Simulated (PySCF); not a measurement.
H2O2S2, SMILES S(O)SO.

Coordinates come from a B3LYP-D3(BJ)/def2-SVP optimisation. One conformer was computed; it need not be the lowest.

Two levels are set side by side: PBE/def2-TZVPD (PySCF) and PBE0/def2-TZVPD (PySCF). Same geometry, gas phase. Differences are taken from unrounded values.

| quantity | PBE0 |
|---|---|
| orbital gap (eV) | 6.53 |
| highest occupied level (eV) | -7.56 |
| lowest empty level (eV) | -1.03 |
| dipole moment (D) | 2.19 |
| mean polarisability (bohr³) | 56.1 |

Q: What does PBE give, and how far is it from PBE0? (Estimate from the structure and the level; the computed values follow.)

A: 
```json
[
 {"quantity": "orbital gap (eV)", "PBE": "4.33", "PBE minus PBE0": "-2.20"},
 {"quantity": "highest occupied level (eV)", "PBE": "-6.31", "PBE minus PBE0": "1.25"},
 {"quantity": "lowest empty level (eV)", "PBE": "-1.99", "PBE minus PBE0": "-0.95"},
 {"quantity": "dipole moment (D)", "PBE": "2.19", "PBE minus PBE0": "0.00"},
 {"quantity": "mean polarisability (bohr³)", "PBE": "59.2", "PBE minus PBE0": "3.1"}
]
```

Without exact exchange PBE keeps part of each electron's self-repulsion, which lifts occupied levels and narrows the gap. Loosely held outer electrons make PBE densities more polarisable. Differences between two approximate levels are no errors against the true value.

Rough cost on one machine, each run with all the roots and properties that it gave: PBE0 against PBE within a factor of 2.
